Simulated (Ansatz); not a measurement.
Start from `O/C=C/[SiH2]O` and change one atom or group (the configuration at the double bond changes too) to get `O[SiH2]/C=[CH]\[GeH2][OH]`.

Ansatz, PBE0-D4/def2-TZVP geometries, multiplicity 1. Each molecule was computed in one conformer, which needn't be the lowest.

Scalar relativity is left out up to krypton.

```
                                        property  `O/C=C/[SiH2]O`
           HOMO energy (ωB97M-V/def2-TZVPP) / eV            -9.26
             HOMO energy (B3LYP/def2-TZVPP) / eV            -6.83
               HOMO energy (PBE/def2-TZVPP) / eV            -5.86
           LUMO energy (ωB97M-V/def2-TZVPP) / eV             1.86
size of the dipole moment (B3LYP/def2-TZVPP) / D             2.05
              LUMO energy (PBE0/def2-TZVPP) / eV             0.01
```

Question: What does the change do to each property? (Best estimate.)

Answer: Computed: 
```tsv
property	`O[SiH2]/C=[CH]\[GeH2][OH]`	shift
HOMO energy (ωB97M-V/def2-TZVPP) / eV	-10.02	-0.76
HOMO energy (B3LYP/def2-TZVPP) / eV	-7.57	-0.74
HOMO energy (PBE/def2-TZVPP) / eV	-6.37	-0.51
LUMO energy (ωB97M-V/def2-TZVPP) / eV	1.20	-0.66
size of the dipole moment (B3LYP/def2-TZVPP) / D	2.11	0.06
LUMO energy (PBE0/def2-TZVPP) / eV	-0.86	-0.87
```

With PBE0 the HOMO falls by 0.74 eV and the LUMO falls by 0.87 eV, so the gap narrows by about 0.13 eV. PBE moves the HOMO by -0.51 eV and ωB97M-V by -0.76 eV. Dipoles are sizes alone; their direction can turn.

B3LYP here is the variant with VWN-RPA as its local correlation; programs differ in this.
